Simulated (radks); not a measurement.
Species: I XXXIV. Configuration: [Ar] 3d2.

All-electron calculation, Dirac Kohn-Sham, relativistic LDA (MacDonald-Vosko exchange, VWN5 correlation), spin-unpolarised, spherical densities, finite nucleus; open shells fill j = l - 1/2 first; Fermi nuclear charge, rms radius 4.75 fm. Program: a radial shooting solver on a logarithmic mesh with Libxc functionals.

Energy parts (eV):
part                       energy
total                 -171645.071
kinetic                182598.479
electron-nucleus      -382008.514
Hartree                 30741.094
exchange-correlation    -2976.131

Orbitals (lengths in bohr, moments of r in powers of bohr; r(max) is where P^2 peaks):
orbital	occ.	eigenvalue (eV)	r(max)	<r>	<1/r>	<r^4>	small-component weight
1s1/2	2	-34418.19	0.01761	0.02733	56.61	2.680e-06	3.78e-02
2s1/2	2	-6686.923	0.09929	0.1162	13.32	0.0004356	8.22e-03
2p1/2	2	-6393.877	0.07607	0.09792	13.29	0.0002761	8.23e-03
2p3/2	4	-6094.220	0.08079	0.1034	12.27	0.0003290	7.83e-03
3s1/2	2	-2402.241	0.2736	0.2917	5.166	0.01387	2.88e-03
3p1/2	2	-2290.230	0.2581	0.2785	5.102	0.01236	2.83e-03
3p3/2	4	-2221.246	0.2672	0.2874	4.844	0.01389	2.73e-03
3d3/2	2	-2044.642	0.2105	0.2519	4.723	0.009178	2.61e-03
3d5/2	0	-2028.731	0.2130	0.2547	4.657	0.009512	2.58e-03

The highest occupied level is 3d3/2 at -2044.6 eV. The electron density at the nucleus is 2.463e+05 e/bohr^3. For comparison, the ionisation energy in NIST's Atomic Spectra Database is 2093 eV (theoretical). In exact Kohn-Sham theory the highest level is minus the ionisation energy, but local and semilocal functionals leave it too shallow, through self-interaction and a potential that decays too fast; potentials with the right tail come closer. The density falls to 0.001 e/bohr^3 at r = 0.86 bohr. Summed over all electrons, <r^2> = 1.012 bohr^2, which gives a Langevin (diamagnetic) susceptibility term of -0.801 x 10^-6 cm^3/mol.

Beside tabulated values, note that spin-unpolarised runs miss the spin-polarisation part of the exchange energy of open shells.
